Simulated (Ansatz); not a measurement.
Born–Oppenheimer molecular dynamics of CH2FOSi (6 atoms, charge -1, multiplicity 1). It starts from a relaxed structure.

These are results of RHF/def2-SVP (Ansatz 0.2.0), not measurements.

| Item | Value |
| --- | --- |
| ensemble | NVT, Nosé–Hoover chain |
| time step | 0.5 fs |
| steps asked | 150 |
| set temperature | 700 K |
| thermostat | time constant 100 fs, chain length 5 |
| seed | 226987 |

First frame:

```xyz
6
Properties=species:S:1:pos:R:3
C -0.302 0.894 -0.053
Si 0.340 -0.679 0.156
O 1.380 -1.350 1.049
F -0.377 -1.709 -0.900
H 0.027 1.741 0.542
H -1.068 1.103 -0.794
```

Q: How far do the bonds stretch over the last three quarters of this one trajectory? (Pairs bonded in most of those frames.)

A: 
| bond | mean (Å) | spread (Å) | shortest | longest |
| --- | --- | --- | --- | --- |
| C1–Si2 | 1.718 | 0.017 | 1.69 | 1.74 |
| C1–H5 | 1.091 | 0.049 | 1.02 | 1.17 |
| C1–H6 | 1.097 | 0.050 | 1.02 | 1.17 |
| Si2–O3 | 1.526 | 0.017 | 1.50 | 1.56 |
| Si2–F4 | 1.640 | 0.018 | 1.61 | 1.67 |

Mean temperature of the second half: 394 K. The conserved energy stayed within 0.81 meV per atom of its start (net change 0.14 meV per atom), so the integration is sound. The mean temperature of the second half is 44 % below the set value. A run of 0.075 ps of so small a system gives no equilibrium averages. Limits of this set-up: an anion without diffuse functions.

Time of the run: 62 s on 1 thread of Intel(R) Xeon(R) 6975P-C (Granite Rapids), on a shared host, peak memory 0.13 GiB.
